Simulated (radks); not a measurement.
Eu3+, configuration [Xe] 4f6 (the NIST ground configuration). All-electron calculation, Dirac Kohn-Sham, BP86, spin-unpolarised, spherical densities, finite nucleus; open shells fill j = l - 1/2 first; Fermi nuclear charge, rms radius 5.1115 fm. Program: a radial shooting solver on a logarithmic mesh with Libxc functionals.

Radial electron density D(r) = 4 pi r^2 rho(r):

| r (bohr) | D(r) (e/bohr) |
|---|---|
| 0.001211 | 5.361 |
| 0.001388 | 6.676 |
| 0.001603 | 8.393 |
| 0.001836 | 10.38 |
| 0.00212 | 12.93 |
| 0.002429 | 15.83 |
| 0.002783 | 19.28 |
| 0.003214 | 23.58 |
| 0.003683 | 28.30 |
| 0.004219 | 33.68 |
| 0.004873 | 40.06 |
| 0.005582 | 46.65 |
| 0.006396 | 53.64 |
| 0.007386 | 61.21 |
| 0.008462 | 68.18 |
| 0.009773 | 74.89 |
| 0.0112 | 80.13 |
| 0.01283 | 83.85 |
| 0.01481 | 85.74 |
| 0.01697 | 85.48 |
| 0.01945 | 83.48 |
| 0.02246 | 80.21 |
| 0.02573 | 77.18 |
| 0.02948 | 75.61 |
| 0.03404 | 76.92 |
| 0.039 | 81.71 |
| 0.04504 | 90.10 |
| 0.0516 | 99.40 |
| 0.05912 | 107.2 |
| 0.06828 | 110.8 |
| 0.07823 | 108.1 |
| 0.08962 | 100.2 |
| 0.1035 | 90.06 |
| 0.1186 | 83.80 |
| 0.1369 | 84.27 |
| 0.1569 | 90.43 |
| 0.1798 | 96.73 |
| 0.2076 | 96.08 |
| 0.2378 | 85.06 |
| 0.2725 | 67.03 |
| 0.3147 | 49.03 |
| 0.3605 | 40.42 |
| 0.4131 | 41.03 |
| 0.477 | 45.83 |
| 0.5465 | 47.19 |
| 0.6312 | 41.89 |
| 0.7231 | 32.64 |
| 0.8285 | 23.42 |
| 0.9568 | 16.61 |
| 1.096 | 13.10 |
| 1.256 | 11.01 |
| 1.45 | 8.911 |
| 1.662 | 6.601 |
| 1.904 | 4.268 |
| 2.199 | 2.267 |
| 2.519 | 1.043 |
| 2.909 | 0.3711 |
| 3.333 | 0.1124 |
| 3.818 | 0.02722 |
| 4.41 | 0.004680 |
| 5.052 | 0.0006727 |

D(r) has 4 maxima, at r = 0.0155, 0.0688, 0.192, 0.529 bohr, and minima at 0.0300, 0.126, 0.381 bohr, inside which lie 2.01, 11.19, 29.32 electrons.
